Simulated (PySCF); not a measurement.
Sn(H)3(OH) (H₄OSn), SMILES [SnH3][OH]. Atoms are numbered in the order given.

```xyz
6

Sn    -0.0018     0.2711     0.0000
O      0.1100    -1.7112     0.0000
H     -0.8366     0.7687     1.4116
H      1.6348     0.7403     0.0000
H     -0.8366     0.7687    -1.4116
H     -0.7499    -2.1431     0.0000
```
Charge 0, spin multiplicity 1.

Coordinates come from a B3LYP-D3(BJ)/def2-TZVP optimisation. The def2 effective core potentials stand for the cores of Sn; spin–orbit coupling is left out.

Calculation: PySCF 2.14.0 with IEF-PCM-ωB97X/def2-SVP.

The values are the electrostatic part of the solvation free energy, E(continuum) − E(gas) at the gas-phase geometry, in a cavity of scaled van der Waals radii (PySCF's table); cavitation and dispersion terms are not included. A continuum can't describe solvent molecules that bind to the metal. In vacuum the orbital gap is 12.19 eV. The dipole moment in vacuum is 1.82 D.

```csv
solvent,ε,ΔG(elec) (kcal/mol),dipole (D),gap (eV)
water,78.36,-4.7,2.25,12.41
acetone,20.49,-4.4,2.23,12.40
ethanol,24.85,-4.5,2.23,12.40
```
